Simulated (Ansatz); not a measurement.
Total energies of `F[SiH2]CS`.

```tsv
atom	x (Å)	y (Å)	z (Å)
F1	-0.793	1.438	1.071
Si2	-0.637	0.770	-0.379
C3	0.182	-0.889	-0.161
S4	1.766	-0.724	0.709
H5	-2.003	0.632	-0.945
H6	0.202	1.661	-1.211
H7	0.428	-1.291	-1.149
H8	-0.464	-1.617	0.334
H9	1.316	0.020	1.732
```

The species carries charge 0 and has multiplicity 1. The geometry is a stationary point of PBE0-D4/def2-TZVP. It is one conformer, not always the lowest. Basis def2-TZVPP, the Gaussian-basis code of Ansatz.

RPA on PBE orbitals: Hartree–Fock energy of these orbitals -826.78091 Eh, correlation -1.21115 Eh (frozen core).

| functional | energy without D4 (Eh) | D4 term (kJ/mol) |
| --- | --- | --- |
| B3LYP | -828.83172 | -29.9 |
| HSE06 (plane-wave form) | -828.35894 | -14.4 |

Question: Give the same for LDA (SPW92), PBE, revPBE, BLYP, r2SCAN, B97M-V, PBE0, r2SCANh, r2SCAN0, BHLYP, CAM-B3LYP, LC-ωPBE, ωB97X-V, ωB97M-V, B2PLYP, PBE-QIDH. (Best estimate.)

Answer: The calculation gave: 
```json
{"functional": "LDA (SPW92)", "energy without D4 (Eh)": "-825.22341", "D4 term (kJ/mol)": "–"}
{"functional": "PBE", "energy without D4 (Eh)": "-828.30824", "D4 term (kJ/mol)": "-18.4"}
{"functional": "revPBE", "energy without D4 (Eh)": "-828.60241", "D4 term (kJ/mol)": "-55.7"}
{"functional": "BLYP", "energy without D4 (Eh)": "-828.74590", "D4 term (kJ/mol)": "-40.8"}
{"functional": "r2SCAN", "energy without D4 (Eh)": "-828.66757", "D4 term (kJ/mol)": "-4.3"}
{"functional": "B97M-V", "energy without D4 (Eh)": "-828.57679", "D4 term (kJ/mol)": "–"}
{"functional": "PBE0", "energy without D4 (Eh)": "-828.37968", "D4 term (kJ/mol)": "-15.4"}
{"functional": "r2SCANh", "energy without D4 (Eh)": "-828.65776", "D4 term (kJ/mol)": "-4.6"}
{"functional": "r2SCAN0", "energy without D4 (Eh)": "-828.64406", "D4 term (kJ/mol)": "-5.1"}
{"functional": "BHLYP", "energy without D4 (Eh)": "-828.72611", "D4 term (kJ/mol)": "-23.1"}
{"functional": "CAM-B3LYP", "energy without D4 (Eh)": "-828.76015", "D4 term (kJ/mol)": "-15.7"}
{"functional": "LC-ωPBE", "energy without D4 (Eh)": "-828.50723", "D4 term (kJ/mol)": "–"}
{"functional": "ωB97X-V", "energy without D4 (Eh)": "-828.63812", "D4 term (kJ/mol)": "–"}
{"functional": "ωB97M-V", "energy without D4 (Eh)": "-828.69344", "D4 term (kJ/mol)": "–"}
{"functional": "B2PLYP", "energy without D4 (Eh)": "-828.44939", "D4 term (kJ/mol)": "–"}
{"functional": "PBE-QIDH", "energy without D4 (Eh)": "-828.19587", "D4 term (kJ/mol)": "–"}
```

B3LYP takes the VWN-RPA correlation (the form of Gaussian; ORCA's B3LYP/G). HSE06 is the plane-wave form, built on full-range PBE exchange. The double hybrids freeze the cores in their second-order part.

LC-ωPBE has ω = 0.4 bohr⁻¹.
